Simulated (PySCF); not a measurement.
## Dipole response of Lu³⁺ (lutetium, charge +3)

[Xe] 4f14, closed-shell 1S. Calculation: PySCF 2.14, in ANO-RCC-VTZP; scalar relativity by spin-free X2C-1e. Coupled (time-dependent) response in atomic units; α is the mean over directions. The basis has no added diffuse functions, which lowers α and C₆.

```csv
method,mean α (bohr³),C₆ (like pair),S(−4)
PW91,4.353,19.94,5.539
```

S(−4) is the Cauchy moment in α(ω) = α(0) + S(−4) ω² + …

α(iu) at PW91:

```
u (hartree)  α(iu) (bohr³)
          0          4.353
     0.0500          4.339
      0.100          4.299
      0.200          4.158
      0.300          3.967
      0.500          3.554
      0.750          3.076
       1.00          2.659
       1.50          2.002
       2.00          1.550
       3.00          1.021
       5.00         0.5681
```

A single London oscillator, α(iu) = α/(1 + u²/ω²), gives C₆ = (3/4) ω α². Matching the computed C₆ needs ω = 4 × 19.94 / (3 × 4.353²) = 1.40 hartree.

For an ion, C₆ is the dispersion term alone; charge-induced terms of lower order in 1/R come first.

Spin-orbit coupling, which splits the p, d and f shells strongly at this Z, is absent.
